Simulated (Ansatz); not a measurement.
A structure relaxed at r2SCAN-D4/def2-SVP in Ansatz, charge 0, singlet:

Cartesian coordinates in Å:
```
C -2.9117 0.2402 -1.9777
C -2.2813 1.4030 -1.5312
C -1.1185 1.3330 -0.7414
C -0.4427 2.5054 -0.2638
C 0.6860 2.4123 0.5028
C 1.2408 1.1384 0.8614
C 2.4007 1.0168 1.6494
C 2.9112 -0.2402 1.9785
C 2.2808 -1.4030 1.5321
C 1.1186 -1.3330 0.7413
C 0.4429 -2.5054 0.2634
C -0.6855 -2.4123 -0.5035
C -1.2405 -1.1384 -0.8619
C -2.4007 -1.0168 -1.6493
C -0.5878 0.0485 -0.3996
C 0.5880 -0.0485 0.3994
H -3.8145 0.3146 -2.5912
H -2.6872 2.3854 -1.7923
H -0.8528 3.4852 -0.5282
H 1.1894 3.3167 0.8586
H 2.8997 1.9246 2.0027
H 3.8141 -0.3146 2.5918
H 2.6862 -2.3854 1.7939
H 0.8532 -3.4852 0.5276
H -1.1884 -3.3167 -0.8600
H -2.8998 -1.9245 -2.0027
```

Task: Give its formula, name or SMILES and point group.

Result: pyrene, `c1cc2ccc3cccc4ccc(c1)c2c34`. Point group D2h (tolerance 0.1 Å).

Task: Summarise the bond lengths by kind (pairs closer than 1.2 times the sum of covalent radii, bridged metal pairs left out).

Result: 19 × C–C 1.37 to 1.44 Å; 10 × C–H 1.09 Å.
